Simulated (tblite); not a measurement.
C₇H₉O (doublet state).
Z-matrix (Å and degrees, GFN2-xTB geometry), rows numbered from 1:
```
C 
C   1  1.2881
C   2  1.4913  1  139.16
C   3  1.3192  2  132.45  1   -12.54
C   3  1.5040  2   92.07  1   167.84
C   2  1.5274  1  130.46  3   168.25
C   6  1.5268  2  110.47  1   -49.23
O   7  1.3995  6  111.08  2    59.51
H   1  1.0626  2  141.90  3     9.02
H   4  1.0765  3  121.78  2    -0.19
H   4  1.0781  3  121.31  2  -179.91
H   5  1.0896  3  113.83  2  -112.56
H   5  1.0885  3  115.00  2   120.71
H   6  1.0912  2  112.78  1    74.65
H   7  1.0946  6  110.82  2   177.92
H   7  1.1028  6  109.31  2   -62.55
H   8  0.9800  7  107.08  6   -45.33
```

All values are computed: GFN2-xTB (tblite) harmonic vibrations without scaling, gas phase. Errors from tens to a few hundred cm⁻¹ against measured bands are possible. One conformer, not necessarily the lowest. Open shells enter through the occupations alone, without spin polarisation, and single modes of such species can be off by tens of per cent.

Harmonic wavenumbers (cm⁻¹): 59.8, 107.0, 172.8, 241.9, 270.1, 327.3, 385.4, 445.8, 508.9, 545.0, 627.7, 656.0, 661.4, 697.6, 806.3, 864.6, 878.8, 919.0, 928.2, 1021.4, 1026.8, 1076.5, 1099.5, 1119.3, 1132.9, 1158.2, 1208.7, 1217.1, 1267.0, 1319.1, 1351.7, 1391.2, 1449.3, 1475.7, 1726.8, 1740.1, 2840.6, 2948.5, 2969.1, 2994.1, 3009.6, 3089.5, 3124.4, 3172.3, 3218.0.

A = 4060, B = 1578, C = 1216 MHz; mass 109.065 u (most abundant isotopes); point group C1, symmetry number 1; spin multiplicity 2.

Problem. What is the zero-point energy?

Solution. ½Σν̃ = 29626 cm⁻¹ = 354.40 kJ/mol.

Problem. What is S at 298.15 K and 1 bar for an ideal gas of classical rigid rotors and harmonic oscillators?

Solution. Translation 167.37, rotation 117.63, vibration 86.78, spin (R ln 2) 5.76: S = 377.5 J/(mol K).

Problem. And Cp and H(298.15 K) − H(0)?

Solution. Cp = 140.62 J/(mol K), of which vibrations give 107.36 (their classical limit is 45 R = 374.2); H(298.15 K) − H(0) = 24.55 kJ/mol without the zero-point energy, 14.63 from vibrations.

Problem. Blend soft modes into free rotors: weight 1/[1 + (100 cm⁻¹/ν̃)⁴] for the oscillator and the rest for a rotor with moment μB/(μ + B), μ = h/(8π²ν), B = 10⁻⁴⁴ kg m². What vibrational entropy results?

Solution. 81.79 J/(mol K) in place of 86.78, which changes −T·S at 298.15 K by +1.49 kJ/mol.

Problem. How do the functions run with temperature in this model?

Solution. 
```csv
T (K),S (J/(mol K)),Cp (J/(mol K)),H − H(0) (kJ/mol),G − H(0) (kJ/mol),ln q(vib)
50,238.2,45.9,1.90,-10.01,0.25
100,275.2,63.0,4.62,-22.90,0.95
373.15,412.4,170.4,36.23,-117.65,6.05
500,468.4,213.1,60.67,-173.55,8.71
750,566.7,270.8,121.74,-303.28,13.97
1000,650.0,307.6,194.35,-455.65,18.99
```

q(vib) and H(0) count from the zero-point level.

Problem. Which modes carry the vibrational entropy at 298.15 K?

Solution. 59.8 cm⁻¹: 18.68; 107.0 cm⁻¹: 13.90; 172.8 cm⁻¹: 10.06; 241.9 cm⁻¹: 7.48; 270.1 cm⁻¹: 6.68; 327.3 cm⁻¹: 5.33 J/(mol K); the other 39 give 24.65 together.

Hindered rotation and anharmonicity are outside this model. Other conformers, if any are populated, would add a mixing term that is left out. The structure is chiral; the term R ln 2 for an equal mix with its mirror image is left out.
